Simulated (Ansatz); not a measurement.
Relaxation of BF$_{2}$H$_{5}$Si (9 atoms, charge 0, multiplicity 1), to a largest force component of 0.03 eV/Å in at most 50 steps.

Theory: Ansatz 0.2.0, RHF/def2-SVP.

```xyz
9
Properties=species:S:1:pos:R:3:forces:R:3
B 0.064 0.455 -0.358 -0.02 -0.99 -0.48
F -0.363 -0.178 2.046 0.20 0.28 0.26
F 1.187 -0.233 -0.475 -0.03 0.04 0.00
H -0.930 -0.049 -0.806 0.04 0.01 -0.02
Si 0.115 2.267 0.454 -0.01 1.14 0.20
H 0.910 2.226 1.717 0.03 0.00 0.02
H 0.753 3.277 -0.430 0.00 0.00 0.01
H -1.246 2.743 0.810 0.02 0.00 0.00
H 0.141 0.476 2.434 -0.21 -0.47 0.01
```

**Question.** Where does it end, and by what steps?

**Answer.** The forces met the threshold. After 25 steps the energy has fallen by 0.154 eV; H9 moved furthest, 1.15 Å.

```tsv
step	energy less start (eV)	largest force component (eV/Å)	accepted
0	0.0000	1.141	yes
1	-0.0696	0.736	yes
2	-0.0221	1.193	no
3	-0.0970	0.192	yes
4	-0.1054	0.141	yes
5	-0.1125	0.334	yes
6	-0.1198	0.075	yes
7	-0.1211	0.150	yes
8	-0.1240	0.301	yes
9	-0.1244	0.404	yes
10	-0.0436	2.410	no
11	-0.1294	0.149	yes
12	-0.1336	0.170	yes
13	-0.1009	1.737	no
14	-0.1374	0.103	yes
15	-0.1409	0.116	yes
16	-0.1427	0.067	yes
17	-0.1177	1.424	no
18	-0.1463	0.058	yes
19	-0.1468	0.518	yes
20	-0.1519	0.196	yes
21	-0.1508	0.114	no
22	-0.1529	0.052	yes
23	-0.1536	0.046	yes
24	-0.1513	0.448	no
25	-0.1540	0.006	yes
```

```xyz
9
Properties=species:S:1:pos:R:3
B 0.092 0.534 -0.202
F -0.561 -0.193 2.256
F 1.116 -0.259 0.095
H -0.795 0.034 -0.838
Si 0.135 2.506 0.353
H 1.097 2.736 1.461
H 0.553 3.339 -0.807
H -1.214 2.953 0.778
H 0.208 -0.667 2.295
```

Run time: 39 s on 1 thread of Arm Neoverse V1 (shared host), peak memory 0.15 GiB.
